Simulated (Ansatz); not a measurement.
`[Cl][Ga]([Cl])[Cl]` + `CC(C)N` → `CC(C)[NH][Ga]([Cl])[Cl]` + HCl at 500 K and 1 bar (ligand exchange at a Ga–Cl bond).

Computed with Ansatz on PBE0-D4/def2-TZVP structures; ΔE is electronic, products minus reactants. CCSD(T)/CBS is the MP2 limit (def2-TZVPP, def2-QZVPP) plus CCSD(T) − MP2 in def2-TZVPP, frozen cores. This one scheme is used for every species. For Ga outer-core shells are correlated without core-valence functions, which leaves a few kJ/mol of doubt a bond. Scalar relativity is left out up to krypton. Each species was taken in one conformer, which may not be the lowest.

```json
{"species": "`[Cl][Ga]([Cl])[Cl]`", "CCSD(T)/CBS energy (Eh)": "-3303.43734", "H − E (kJ/mol)": "43.4", "S (J/(mol·K))": "365.9"}
{"species": "`CC(C)N`", "CCSD(T)/CBS energy (Eh)": "-174.28253", "H − E (kJ/mol)": "357.8", "S (J/(mol·K))": "357.5"}
{"species": "`CC(C)[NH][Ga]([Cl])[Cl]`", "CCSD(T)/CBS energy (Eh)": "-3017.31832", "H − E (kJ/mol)": "362.4", "S (J/(mol·K))": "530.9"}
{"species": "HCl", "CCSD(T)/CBS energy (Eh)": "-460.38127", "H − E (kJ/mol)": "32.5", "S (J/(mol·K))": "201.9"}
```

H − E and S are ideal-gas, rigid-rotor, harmonic terms from PBE0-D4/def2-TZVP, for one conformer and one mirror image of each species. 1 Eh = 2625.50 kJ/mol, R = 8.31446 J/(mol·K).

Problem. By hand: ΔE, ΔH, ΔS and ΔG.

Solution. ΔE = (-3017.31832) + (-460.38127) − (-3303.43734) − (-174.28253) = 0.02028 Eh = 53.2 kJ/mol. Δ(H − E) = 362.4 + 32.5 − 43.4 − 357.8 = -6.3, so ΔH = 46.9 kJ/mol. ΔS = 530.9 + 201.9 − 365.9 − 357.5 = 9.4 J/(mol·K). ΔG = 46.9 − 500 × (9.4)/1000 = 42.2 kJ/mol.

Problem. By hand: the equilibrium constant, and the temperature at which ΔG would vanish if ΔH and ΔS stayed fixed.

Solution. log₁₀ K = −ΔG/(RT ln 10) = -4.4. ΔG = 0 at ΔH/ΔS = 4989 K, far beyond where these terms or the molecules hold.

The number of gas molecules stays the same, so ΔS is small and ΔH decides. A doubt of 5 kJ/mol in ΔE shifts log₁₀ K by 0.5 here. Other conformers and mirror images would add mixing entropy, several J/(mol·K) or more a flexible species. Modes under 60 cm⁻¹, often nearly free rotors, make the harmonic entropy too high. These are equilibria of isolated gas molecules and say nothing of rates. Largest T1 diagnostic: 0.011 (customary marks: 0.02 for closed shells, 0.045 for open ones).
